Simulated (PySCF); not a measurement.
These compounds are isomers of formula C₇H₁₅FSi.

A. SMILES CCC/C(C)=C(/[SiH3])CF
B. SMILES C/C(=C(\[SiH3])CF)C(C)C
C. SMILES CCC(=C[SiH2]CF)CC

Spectrum 1. ¹³C{¹H} NMR (computed): δ 181.6 (C), 117.3 (CH), 78.3 (CH2), 37.2 (CH2), 34.1 (CH2), 18.7 (CH3), 16.9 (CH3).

Spectrum 2. ¹³C{¹H} NMR (computed): δ 160.0 (C), 130.4 (C), 85.4 (CH2), 41.8 (CH2), 28.4 (CH3), 28.0 (CH2), 17.1 (CH3).

Spectrum 3. ¹³C{¹H} NMR (computed): δ 178.5 (C), 125.0 (C), 85.1 (CH2), 34.8 (CH), 22.3 (CH3), 22.2 (CH3).

PySCF 2.14.0 with density-fitted response routines calculation with geometry: GFN2-xTB and GIAO PBE0/pcSseg-1 shieldings; non-relativistic Hamiltonian, one computed conformer, rapidly exchanging positions averaged, no solvent model.

Referencing at the same level of theory: TMS for ¹³C (186.93 ppm). Splittings of carbon signals by F and P are missing where no couplings were computed. Shifts are as computed. Against solution values, carbons near 30 ppm lie about +3 ppm off and those near 130 ppm about +5 ppm. Of 1309 compounds with measured shifts, 239 miss one by over three times the rms of a fit or turn the order of signals round; such compounds aren't used in these exercises.

Problem. Match each spectrum to its structure.

Solution. 1–C, 2–A, 3–B.

- Spectrum 1 (C): 7 ¹³C signals; δC 117.3 is an alkene CH; δC 78.3 is an sp3 CH2 bonded to F and Si.
- Spectrum 2 (A): 7 ¹³C signals; δC 160.0 is a fully substituted alkene carbon; δC 130.4 is a fully substituted alkene carbon.
- Spectrum 3 (B): 6 ¹³C signals; δC 125.0 is a fully substituted alkene carbon; δC 85.1 is an allylic sp3 CH2 bonded to F.
